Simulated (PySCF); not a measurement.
A structure optimised at B3LYP-D3(BJ)/def2-TZVP, used in a PySCF frequency run:

```xyz
4

Ta    -0.0356    -0.1564     0.0000
O     -0.8429     0.4944     1.3977
O     -0.8429     0.4944    -1.3977
F      1.7873     0.3892     0.0000
```

### Question
Write its SMILES, formula and point group.

### Answer
[O]=[Ta](=[O])[F], FO2Ta, Cs

### Question
What are its rotational constants (standard atomic weights)?

### Answer
6.5198, 5.1222, 3.4573 GHz
